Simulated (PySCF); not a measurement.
Two-component Hartree-Fock for Ni(12+) (nickel, charge +12)

Start: [Ne] 3s2 3p4; 3p1/2 filled at m_j = -1/2, +1/2; 3p3/2 filled at m_j = +1/2, +3/2. Calculated with PySCF 2.14 in an even-tempered Gaussian basis (20 s from 0.88 bohr⁻², ratio 2.4; 14 p from 1.1 bohr⁻², ratio 2.4; 5 d from 6.1 bohr⁻², ratio 2.6; 4 f from 9.1 bohr⁻², ratio 2.6): generalised Hartree-Fock with the X2C-1e Hamiltonian and a Gaussian nucleus; one run each with spin-orbit coupling (SO) switched off, then screened by Boettger's factors.

| spinor shell | electrons | ε, spin-free (eV) | ε, screened SO (eV) | weight of nominal j (screened SO) | rms radius, screened SO (bohr) |
| --- | --- | --- | --- | --- | --- |
| 1s1/2 | 2 | -8764.9 | -8764.6 | 1.000 | 0.0624 |
| 2s1/2 | 2 | -1410.1 | -1410.0 | 1.000 | 0.262 |
| 2p1/2 | 2 | -1259.5 | -1272.6 | 0.994 | 0.233 |
| 2p3/2 | 4 | -1259.5 | -1252.9 | 0.997 | 0.237 |
| 3s1/2 | 2 | -433.45 | -433.38 | 1.000 | 0.695 |
| 3p3/2 | 2 | -388.72 | -390.20 | 0.777 | 0.699 |
| 3p1/2 | 2 | -388.72 | -387.76 | 0.714 | 0.698 |

```
   quantity    spin-free  screened SO
E (hartree)  -1457.80433  -1457.89128
        M_J            2            2
       ⟨J²⟩        6.002        6.005
       ⟨L²⟩        2.002        2.259
       ⟨S²⟩        2.001        1.874
```

Each row is a mean over spinors that exchange with the open shell spreads, by up to 15.677 eV (3s1/2).

Rows whose weight is well below 1 are mixtures of j = l ± 1/2: exchange outweighs spin-orbit coupling there, and the label is only the starting occupation.

Without spin-orbit coupling the j labels of p, d and f shells carry no meaning; the spin-free column gives the mean over the occupied spinors of each nl shell.
